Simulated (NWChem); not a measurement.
C2H5FOSi; SMILES [SiH2](C(=O)C)F

```xyz
10

C     -1.4275     1.3093     0.0000
C      0.0269     0.9436     0.0000
O      0.9212     1.7627     0.0000
Si     0.6448    -0.8782     0.0000
F     -0.6111    -1.9180     0.0000
H     -1.9238     0.8711    -0.8818
H     -1.5470     2.4019     0.0000
H     -1.9238     0.8711     0.8818
H      1.4508    -1.1033    -1.2295
H      1.4508    -1.1033     1.2295
```
Atoms are numbered in this order, from 1.

Results from NWChem. Geometry: optimised at PBE0/def2-SVP.

### Question
Taking PBE/def2-TZVPP as the yardstick, which of these has the fewest basis functions while keeping “dipole (D)” within 0.05 D of it: PBE/def2-TZVP; PBE/def2-SVPD; PBE/def2-SVP?

### Answer
PBE/def2-SVPD.
| level | basis functions | dipole (D) | relative time (rough) |
|---|---|---|---|
| PBE/def2-SVP | 99 | 1.18 | 1 |
| PBE/def2-SVPD | 150 | 1.30 | 3 |
| PBE/def2-TZVP | 191 | 1.29 | 4 |
| PBE/def2-TZVPP | 236 | 1.30 | 5 |

The yardstick is one finite set, not the basis-set limit.
